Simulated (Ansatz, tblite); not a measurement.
Cost and result up the ladder for the cluster HgF₂⁺ (the lowest doublet isomer of a short search) (3 atoms). Total charge 1; doublet. Geometry: PBE-D4/def2-TZVP.

```xyz
3

Hg    0.000    0.000    0.000
F    -1.557   -0.321   -1.104
F     1.557    0.321    1.104
```

Ansatz on 4 threads of Arm Neoverse V2 on a shared host; xTB runs through tblite on one thread. Times are rough, summed over both states, and most runs start from the orbitals of an earlier one. CCSD(T)/def2-TZVPP serves as the yardstick here, not as an exact answer. The other state is a quartet at its own geometry, which has other bonds, so the gap mixes isomer and spin.

In the def2 sets Hg takes a core potential; there is no spin–orbit coupling. The xTB rows come from tblite. B3LYP takes the VWN-RPA correlation. Correlated methods freeze 2 core orbitals; core or outer-core shells of Hg are correlated, in sets that lack core-valence functions. In CCSD on the charge 1 doublet the largest single amplitude is 0.23, so its Hartree–Fock determinant may place the open shell otherwise than the density functionals do. In the quartet geometry the species has come apart into loosely held pieces. The structure comes from a short search, and lower isomers may exist.

Correlated methods converge slowly with the basis.

xTB has no spin-polarisation term.

| level | functions | wall time | quartet − doublet (eV) | difference from CCSD(T)/def2-TZVPP (eV) |
| --- | --- | --- | --- | --- |
| GFN1-xTB | 12 | 0.002 s | 4.06 | 2.33 |
| GFN2-xTB | 12 | 0.003 s | 2.42 | 0.70 |
| MP2/def2-TZVP | 105 | 2.4 s | 1.59 | -0.13 |
| PBE-D4/def2-TZVP | 105 | 7.1 s | 3.52 | 1.79 |
| B3LYP-D4/def2-TZVP (with forces) | 105 | 8.3 s | 2.42 | 0.69 |
| BHLYP-D4/def2-TZVP | 105 | 8.5 s | 1.01 | -0.71 |
| r2SCAN-D4/def2-TZVP | 105 | 10 s | 2.95 | 1.23 |
| r2SCANh-D4/def2-TZVP | 105 | 12 s | 2.48 | 0.76 |
| RPA@PBE/def2-TZVP | 105 | 12 s | 2.63 | 0.90 |
| B2PLYP/def2-TZVP | 105 | 17 s | 1.76 | 0.03 |
| PBE0-D4/def2-TZVP | 105 | 26 s | 2.23 | 0.51 |
| ωB97X-V/def2-TZVP | 105 | 27 s | 2.03 | 0.30 |
| CCSD(T)/def2-TZVPP | 121 | 68 s | 1.72 | 0.00 |
